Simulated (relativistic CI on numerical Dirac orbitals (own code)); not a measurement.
# What each ingredient does to the levels of Ce⁵⁰⁺

Base calculation: Dirac-Coulomb-Breit CI, KLI orbitals optimised for each configuration, model QED, unscaled Slater integrals.

CI space (outside the closed core 1s2): 2s²2p⁴, 2s2p⁵, 2p⁶, 2p⁵3s, 2p⁵3p, 2p⁵3d, 2s²2p³3s, 2s²2p³3p, 2s²2p³3d, 2s2p⁴3s, 2s2p⁴3p, 2s2p⁴3d, 2s²2p³4s, 2s²2p³4p, 2s²2p³4d, 2s²2p³4f. Levels of other configurations are missing.

The lowest level and the first level of each name with at least 55 % of one term (blank where a level has no safe partner in the second run):

| Level | Base (eV) | Shift (eV) |
| --- | --- | --- |
| 2s²2p⁴ ³P2 | 0.00 | 0.00 |
| 2s²2p⁴ ¹S0 | 42.38 | +2.62 |
| 2s²2p⁴ ³P1 | 461.27 | -0.06 |
| 2s²2p⁴ ¹D2 | 478.80 | -0.07 |
| 2s2p⁵ ³P°2 | 748.48 | +0.14 |
| 2s2p⁵ ¹P°1 | 808.28 | +0.46 |
| 2s²2p⁴ ³P0 | 955.57 | +3.70 |
| 2s2p⁵ ³P°0 | 1218.43 | +0.12 |
| 2s2p⁵ ³P°1 | 1251.88 | +0.35 |
| 2p⁶ ¹S0 | 1590.81 | -5.78 |
| 2s²2p³3p ³P0 | 5449.56 | +1.22 |
| 2s²2p³3d ³P°0 | 5509.83 | +1.16 |
| 2s²2p³3s ³D°3 | 5662.14 | +0.19 |
| 2s²2p³3s ¹D°2 | 5668.15 | +0.63 |

At this charge energies of transitions that change n are usually good to better than 1 %, and those within a shell (Δn = 0) to a few per cent.

**Question.** One thing was changed in a second run, which moved the levels as shown. Which?
A. QED terms removed
B. configuration mixing switched off
C. Breit term removed
D. valence Slater integrals scaled by 0.9

**Answer.** B. Configuration mixing switched off. Without mixing, levels that were pushed by configurations of the same parity and J return to their single-configuration places.

LS names give the leading component of a level, which can be under half, so a name can repeat, a term be missing and a line seem to break the LS rules.
